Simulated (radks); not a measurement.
Values are calculated unless marked as measured or tabulated.
Species: Hf3+. Configuration: [Kr] 4d10 4f14 5s2 5p5 5d1 6d1 (not the ground configuration).

Code: a radial shooting solver on a logarithmic mesh with Libxc functionals. Model: scalar-relativistic Kohn-Sham, PBE, spin-polarised, spherical densities, finite nucleus; open shells are filled with parallel spins first (spin-orbit coupling, left out, can overturn this in heavy ions); Fermi nuclear charge, rms radius 5.347 fm.

Energy parts (eV):
| part | energy |
|---|---|
| total | -410146.82 |
| kinetic | 449247.26 |
| electron-nucleus | -1009186.31 |
| Hartree | 158130.82 |
| exchange-correlation | -8338.60 |

Orbitals (lengths in bohr, moments of r in powers of bohr; <r^-3> diverges for s and p1/2; r(max) is where P^2 peaks):
orbital,occ.,eigenvalue (eV),r(max),<r^-3>
1s up,1,-65303.43,0.01190,-
1s down,1,-65303.34,0.01190,-
2s up,1,-11199.80,0.06807,-
2s down,1,-11199.69,0.06807,-
2p up,3,-9840.856,0.05567,17780
2p down,3,-9840.733,0.05567,17780
3s up,1,-2580.433,0.1921,-
3s down,1,-2580.381,0.1921,-
3p up,3,-2174.266,0.1898,3923
3p down,3,-2174.201,0.1898,3923
3d up,5,-1692.995,0.1546,510.1
3d down,5,-1692.905,0.1546,510.0
4s up,1,-549.5583,0.4374,-
4s down,1,-549.4226,0.4374,-
4p up,3,-416.3101,0.4582,898.7
4p down,3,-416.1712,0.4583,898.7
4d up,5,-243.9503,0.4711,99.05
4d down,5,-243.7659,0.4711,99.12
4f up,7,-54.0439,0.4549,15.62
4f down,7,-53.5756,0.4545,15.78
5s up,1,-104.0617,1.013,-
5s down,1,-102.4565,1.009,-
5p up,3,-71.7725,1.148,126.8
5p down,2,-69.9277,1.144,128.3
5d up,1,-34.3373,1.501,8.005
5d down,0,-32.5291,1.504,7.856
6d up,1,-14.6925,4.175,1.583

The highest occupied level is 6d up at -14.692 eV. The configuration is held as typed, so some empty levels lie below it. The density falls to 0.001 e/bohr^3 at r = 4.80 bohr. The spin density at the nucleus is -9.145 e/bohr^3 (1s -1.054, 2s -0.114, 3s 0.635, 4s 0.749, 5s -9.360). The electron density at the nucleus is 1.282e+06 e/bohr^3 (large components only).
